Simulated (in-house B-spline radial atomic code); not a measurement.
Ba²⁺. Computed with a B-spline radial atomic code. Model: non-relativistic spherical atom: semilocal Troullier-Martins pseudo-atom, one channel per l, against all electrons, high spin, G0W0 and RPA with empty states to l = 8, local potential for every l without a channel, a model core (radius 0 = none) keeps its share of the functional.

Without relativity these are model numbers for so heavy an element.

What the tables leave out is listed at the end.

The pseudopotential gives back the lowest level of each angular momentum of its own functional in the configuration it was made in; a second state of the same l is only approximately right. Exact exchange, RPA and GW see the smooth pseudo-orbitals and miss the exchange with the core, for which the functional's share stands in. The column with an uncorrelated core keeps all orbitals and exact exchange, and so separates missing core correlation from pseudisation. Only the three outermost levels and the lowest empty one were computed. RPA here is direct RPA, with no exchange kernel, and its energies carry an (l + 1/2)⁻⁴ tail. A hybrid on a potential with a model core restores only its own semilocal share of the core's exchange.

Command:
```bash
python run_psgw.py task.json out
```
Settings (lengths in bohr, energies in hartree):
```
Z                      56
electrons              54
configuration          [Kr] 4d10 5s2 5p6
generated_in           [Xe] 6s2
functional             lda,vwn
core_shells            8
radius_factor          1.15
core_correction        False
```

Cost of the run: 38 s on 1 thread of Arm Neoverse N1, with other jobs on the host.

Given: made with LDA VWN5; model core radius 0 bohr; local radius 0.971 bohr; mean-field start LDA VWN5.

Valence shells of the generating configuration: 4d, 5s, 5p, 6s.

Channel: s 1.747, p 1.93, d 0.802 (radii in bohr).

Computed: largest level miss in the spin-unpolarised generating configuration 0.034 eV; valence RPA correlation energy all-electron orbitals -1.155 hartree; valence RPA correlation energy pseudo -1.3991 hartree; all-electron RPA polarisability, core included 9.9083 bohr³.

```
     level  occupied  mean-field all-electron (eV)  mean-field pseudo minus all (eV)  G0W0 all-electron (eV)  G0W0 uncorrelated core minus all (eV)  G0W0 pseudo minus all (eV)  exchange self-energy all-electron (eV)  exchange self-energy pseudo (eV)
        5p         1                       -30.929                            -0.078                 -36.269                                  0.022                      -0.943                                  -23.28                           -21.583
5d (empty)         0                        -13.52                            -0.092                 -10.031                                   0.04                       0.193                                 -6.1023                           -4.6796
```

Problem. What is the pseudo-atom RPA polarisability?

Solution. 9.8465 bohr³.

Given: mean-field start PBE0.

Computed: valence RPA correlation energy all-electron orbitals -1.0948 hartree; valence RPA correlation energy pseudo -1.3459 hartree; pseudo-atom RPA polarisability 8.8296 bohr³.

```json
{"level": "5p", "occupied": "1", "mean-field all-electron (eV)": "-32.378", "mean-field pseudo minus all (eV)": "-0.291", "G0W0 all-electron (eV)": "-36.441", "G0W0 uncorrelated core minus all (eV)": "0.024", "G0W0 pseudo minus all (eV)": "-0.795", "exchange self-energy all-electron (eV)": "-23.133", "exchange self-energy pseudo (eV)": "-21.788"}
{"level": "4d", "occupied": "1", "mean-field all-electron (eV)": "-109.63", "mean-field pseudo minus all (eV)": "1.755", "G0W0 all-electron (eV)": "-116.62", "G0W0 uncorrelated core minus all (eV)": "-0.789", "G0W0 pseudo minus all (eV)": "5.158", "exchange self-energy all-electron (eV)": "-64.584", "exchange self-energy pseudo (eV)": "-40.637"}
{"level": "5d (empty)", "occupied": "0", "mean-field all-electron (eV)": "-12.363", "mean-field pseudo minus all (eV)": "0.084", "G0W0 all-electron (eV)": "-9.977", "G0W0 uncorrelated core minus all (eV)": "0.037", "G0W0 pseudo minus all (eV)": "0.29", "exchange self-energy all-electron (eV)": "-5.7176", "exchange self-energy pseudo (eV)": "-4.3552"}
```

Problem. What is the all-electron RPA polarisability, core included?

Solution. 9.1244 bohr³.

Given: mean-field start Hartree-Fock.

Computed: valence RPA correlation energy all-electron orbitals -0.95602 hartree; valence RPA correlation energy pseudo -1.2104 hartree; all-electron RPA polarisability, core included 7.6151 bohr³.

```
     level  occupied  mean-field all-electron (eV)  mean-field pseudo minus all (eV)  G0W0 all-electron (eV)  G0W0 uncorrelated core minus all (eV)  G0W0 pseudo minus all (eV)  exchange self-energy all-electron (eV)  exchange self-energy pseudo (eV)
        5p         1                       -35.971                            -1.008                 -36.817                                  0.028                      -0.425                                 -22.832                           -22.341
        5s         1                       -52.506                            -0.595                 -50.589                                  0.053                      -0.571                                 -29.155                           -27.579
6s (empty)         0                       -9.0416                            -0.084                 -9.6144                                  0.009                      -0.053                                 -1.1567                          -0.97388
```

Problem. What is the pseudo-atom RPA polarisability?

Solution. 6.854 bohr³.

Among the listed levels the largest G0W0 shift of the pseudo-atom is +5.16 eV, for 4d on the PBE0 start, while leaving the core uncorrelated moves that level by -0.79 eV. So pseudisation and the lost core exchange, not the missing core correlation, make the error. Not in the tables (levels of low weight, unsolved or above zero; the highest and the empty levels are kept at any weight): on LDA the G0W0 levels 5s (pseudo minus all -0.52 eV, weights 0.52 and 0.57), 4d (pseudo minus all +4.58 eV, weights 0.63 and 0.82); on PBE0 the G0W0 levels 5s (pseudo minus all -0.74 eV, weights 0.71 and 0.72); on Hartree-Fock the G0W0 levels 4d (pseudo minus all +6.13 eV, weights 0.41 and 0.91).
